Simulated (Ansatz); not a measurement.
`C[O][Al]([NH2])[SH]` + `FC[SiH]([SiH3])Cl` → `[NH2][Al]([SH])[CH2]F` + `CO[SiH]([SiH3])Cl`  (redistribution)

Calculated with Ansatz (gas phase, PBE0-D4/def2-TZVP geometries, no zero-point term in ΔE). CCSD(T)/CBS is the MP2 limit (def2-TZVPP, def2-QZVPP) plus CCSD(T) − MP2 in def2-TZVPP, frozen cores. Functionals use def2-TZVPP. B3LYP here is the variant with VWN-RPA as its local correlation; programs differ in this. Each species was taken in one conformer, which may not be the lowest.

`C[O][Al]([NH2])[SH]`:

Cartesian coordinates in Å:
```
C 0.605 -0.509 1.817
O -0.298 -0.082 0.848
Al -0.296 0.232 -0.803
N -1.784 0.770 -1.564
S 1.505 -0.014 -2.018
H 0.728 0.259 2.588
H 1.599 -0.730 1.405
H 0.237 -1.419 2.303
H -1.886 0.986 -2.541
H -2.653 0.905 -1.075
H 2.241 -0.399 -0.961
```

`FC[SiH]([SiH3])Cl`:

```xyz
11

F     2.267   -0.299    0.310
C     1.534    0.806   -0.111
Si   -0.252    0.630    0.498
Si   -1.232   -1.360   -0.245
Cl   -1.279    2.238   -0.296
H     1.574    0.855   -1.204
H     2.006    1.709    0.289
H    -0.289    0.756    1.978
H    -2.670   -1.369    0.131
H    -1.108   -1.439   -1.724
H    -0.552   -2.527    0.374
```

`[NH2][Al]([SH])[CH2]F`:

Cartesian coordinates in Å:
```
N -0.620 1.354 -0.821
Al -0.288 -0.232 -0.136
S -1.564 -1.968 -0.527
C 1.292 -0.453 1.032
F 1.958 0.778 1.131
H -0.030 2.150 -0.638
H -1.382 1.609 -1.426
H -2.408 -1.276 -1.311
H 1.033 -0.773 2.048
H 2.009 -1.189 0.649
```

`CO[SiH]([SiH3])Cl`:

```xyz
12

C    -1.351    1.588    0.957
O    -0.319    0.966    0.217
Si   -0.082   -0.648    0.155
Si    1.786   -1.034   -1.190
Cl   -1.722   -1.585   -0.691
H    -2.325    1.405    0.494
H    -1.159    2.661    0.968
H    -1.376    1.223    1.990
H     0.004   -1.205    1.532
H     1.539   -0.489   -2.550
H     2.021   -2.499   -1.279
H     2.985   -0.383   -0.601
```

```
             level  ΔE (kJ/mol)  difference from CCSD(T)/CBS
            PBE-D4         29.1                         -1.1
          B3LYP-D4         29.4                         -0.8
           ωB97X-V         29.7                         -0.5
           ωB97M-V         28.4                         -1.8
    MP2/def2-TZVPP         32.2                          2.0
   CCSD/def2-TZVPP         31.9                          1.7
CCSD(T)/def2-TZVPP         31.2                          1.0
    MP2/def2-QZVPP         31.6                          1.4
     MP2/CBS(def2)         31.2                          1.0
    CCSD/CBS(def2)         30.9                          0.7
       CCSD(T)/CBS         30.2                            0
```

Largest T1 diagnostic among the species: 0.012.

CCSD(T)/CBS has its own doubt, a few kJ/mol and more with outer-core shells, so smaller differences from it don't rank the levels.
